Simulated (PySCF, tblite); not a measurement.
Isomers of [C5H5NP]- (charge -1), one GFN2-xTB conformer each. Single-point energies are computed at PBE0/pcSseg-1 (PySCF, gas phase, no added dispersion term), electronic only.

**Question.** Rank them by PBE0/pcSseg-1 energy, lowest first (kJ/mol).
A. `[PH-:1][c:2]1[cH:3][cH:4][cH:5][n:6][cH:7]1` (charge -1) with H–P1–C2–C3 180°
B. `[PH-:1][c:2]1[cH:3][cH:4][n:5][cH:6][cH:7]1` (charge -1) with H–P1–C2–C3 180°

**Answer.** B (0.0), A (20.0).

Neighbours under 21 kJ/mol apart ([PH-]c1ccncc1 and [PH-]c1cccnc1) can change places with a better method, another conformer or zero-point energy. GFN2-xTB itself gives, in the same order: 0.0, 12.1. Both levels put the same isomer lowest.

**Question.** What happens when harmonic zero-point energies from GFN2-xTB frequencies are added?

**Answer.** 
```
       SMILES  ZPE (kJ/mol)  electronic (kJ/mol)  with ZPE (kJ/mol)
[PH-]c1ccncc1         219.1                  0.0                0.0
[PH-]c1cccnc1         218.5                 20.0               19.5
```

The zero-point energies span 0.6 kJ/mol. The order is unchanged.

**Question.** As an exercise, what shares would exp(−E/RT) give at 500 K from these electronic energies alone (no entropy, no degeneracies)?

**Answer.** RT = 4.157 kJ/mol: [PH-]c1ccncc1 99.2 %, [PH-]c1cccnc1 0.8 %.
